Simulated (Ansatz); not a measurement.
Species: AlBr3, SMILES `[Br][Al]([Br])[Br]` (charge 0, multiplicity 1).

### Question
Give a relaxed geometry from B3LYP-D3(BJ)/def2-TZVP (Ansatz, a quantum-chemistry and plane-wave program).

### Answer
the end point of this relaxation (outside a Z-matrix the atoms follow the SMILES, hydrogens last).
Z-matrix (Å, degrees):
```
Al
Br 1 2.2386
Br 1 2.2386 2 120.00
Br 1 2.2386 2 120.00 3 -179.98
```
